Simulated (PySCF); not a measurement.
Computed with PySCF with PBE0-D4/def2-TZVP // PBE0-D4/def2-SVP. All species are isolated molecules in the gas phase. One relaxed conformer stands for a flexible species; it need not be the lowest. Delta-SCF ions had no search for a lower state. Excitations are Tamm–Dancoff values on a coarser integration grid. The basis has no diffuse functions, so Rydberg states are missing or too high.

Reference species (SMILES): `C[O][Ge]([O]C)([O]C)[O]C` (neutral, multiplicity 1).

```yaml
T1 excitation (TDA): 6.44 eV
S1 oscillator strength: 0.015
vertical ionisation energy (Delta-SCF): 9.76 eV
HOMO–LUMO gap: 8.32 eV
```

After one change: the T1 excitation (TDA) falls by 0.89 eV; the S1 oscillator strength stays essentially unchanged; the vertical ionisation energy (Delta-SCF) decreases by 0.09 eV; the HOMO–LUMO gap falls by 0.62 eV.

**Question.** Which change was made? The new species is one of these.
(A) `[SH][Ge]([SH])([SH])[SH]`
(B) `C[O][Ge]([SH])([O]C)[O]C`
(C) `C[O][Ge]([SH])([SH])[SH]`
(D) `C[O][Ge]([SH])([SH])[O]C`

**Answer.** B, `C[O][Ge]([SH])([O]C)[O]C`
